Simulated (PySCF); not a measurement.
C6H4NOP.
SMILES with atom numbers: `[O:1]=[C:2]=[P:3][c:4]1[cH:5][cH:6][cH:7][n:8][cH:9]1`

NICS is the negative of the GIAO shielding at a point without a nucleus: at the ring centre (0) and 1 Å above and below it (1); zz is the component along the ring normal. Level: GIAO PBE0/pcSseg-1 (PySCF, non-relativistic, gas phase) on the GFN2-xTB geometry, one conformer.

Ring bond lengths (Å), with Mayer bond orders in brackets: C4–C5 1.394 (1.40), C5–C6 1.384 (1.45), C6–C7 1.386 (1.40), C7–N8 1.323 (1.46), N8–C9 1.312 (1.51), C9–C4 1.397 (1.30).

Task: Give the NICS values of each ring in ppm.

Result: 
```csv
ring,type,NICS(0),"NICS(1), two faces","NICS(1)zz, two faces",rms pucker (Å),"centre to ring atoms, mean (Å)"
C4–C5–C6–C7–N8–C9,6-membered ring with N; formal bonds all aromatic,-6.1,-10.2 / -10.2,-25.6 / -25.6,0.00,1.37
```

Task: What do they say, and how far can they be read as aromaticity?

Result: 
- C4–C5–C6–C7–N8–C9: mean NICS(1)zz -25.6 ppm, shielded, aromatic by this magnetic criterion (flat ring, no four-coordinate atom).

Task: And the bond-length index? HOMA takes Krygowski's 1993 parameters.

Result: 
- C4–C5–C6–C7–N8–C9: HOMA 0.98; the largest term is that of N8–C9, α(R − Ropt)² = 0.04. The geometric and the magnetic index point the same way.

Task: How shielded are the nuclei of the rings and their hydrogens (means over atoms taken as equivalent)?

Result: 
| atoms | environment | σ isotropic (ppm) |
| --- | --- | --- |
| C4 | substituted aromatic carbon | 57.9 |
| C5 | aromatic CH carbon | 41.8 |
| C6 | aromatic CH carbon | 57.4 |
| C7 | aromatic CH next to a ring nitrogen | 33.8 |
| N8 | pyridine-type nitrogen | -97.3 |
| C9 | aromatic CH next to a ring nitrogen | 28.4 |
| H on C5 | aromatic hydrogen | 23.94 |
| H on C6 | aromatic hydrogen | 24.40 |
| H on C7 | aromatic hydrogen | 23.02 |
| H on C9 | aromatic hydrogen | 22.74 |

The run took 28 s of wall time on an Arm Neoverse V1 with one thread, on a shared host, and the process peaked at 0.81 GiB of memory. This is the whole shielding run at PBE0/pcSseg-1, SCF included.

Conformer computed: `[O:1]=[C:2]=[P:3][c:4]1[cH:5][cH:6][cH:7][n:8][cH:9]1`: C2–P3–C4–C5 180°.
